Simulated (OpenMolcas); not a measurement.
**Ag VIII: the spin-orbit constant, worked from levels**

| Property | Result |
| --- | --- |
| Program | OpenMolcas 26.06 |
| Basis | ANO-RCC-VTZP [7s6p4d2f1g] |
| Scalar Hamiltonian | DKH2, point nucleus |
| Active space | 4 electrons in 10 orbitals (4d 5d) |
| State averaging | 2S+1 = 5 even, 5 roots; 2S+1 = 3 even, 45 roots; 2S+1 = 1 even, 49 roots |
| Spin-orbit coupling | state interaction with AMFI integrals over the reference wave functions, term energies averaged over their components |

Methods: CASSCF; MS-CASPT2, IPEA 0.25 Eh, imaginary shift 0.1 Eh (closed shells correlated: 4s 4p). Measured levels: Atoms 5, 11 (2017), spectra Ag VII to Ag IX.

**The spin-orbit constant.** For the Hund term 5D of d4, E(J) = (A/2) J(J+1) + constant and ζ = 2S·A = 4A. From J = 0 to J = 4 the energy changes by 10 A.

```csv
Source,E(4) - E(0),A,ζ
CASSCF,7151.5,715.1,2861
MS-CASPT2,7254.6,725.5,2902
measured,7443.0,744.3,2977
```

All in cm-1. MS-CASPT2 is off by -2.5 % and CASSCF by -3.9 %. Both methods take the spin-orbit matrix elements from the reference wave functions, so the second can move ζ only through the term energies and any multistate remixing. Second-order mixing with other terms is absorbed into this ζ.

Term energies are means over components that CASPT2 splits; among the terms shown or strongly mixed into the levels shown the widest spread is 13 cm-1 (4d4 5D, MS-CASPT2). Active for correlation alone: 5d; no level in the range computed is led by a configuration that fills it, so any true level of that kind is missing. Without dynamic correlation excited terms often stand tens of per cent too high (terms of higher spin than the ground term too low), and those without a measured partner can miss by more than the paired ones (holds for CASSCF). Computed and measured levels are paired by configuration, term and J; levels that our copy of the source lacks, or whose pairing is in doubt (as where it misses far off the trend of its configuration), stay unpaired and out of the deviations. Only configurations of the active space appear.
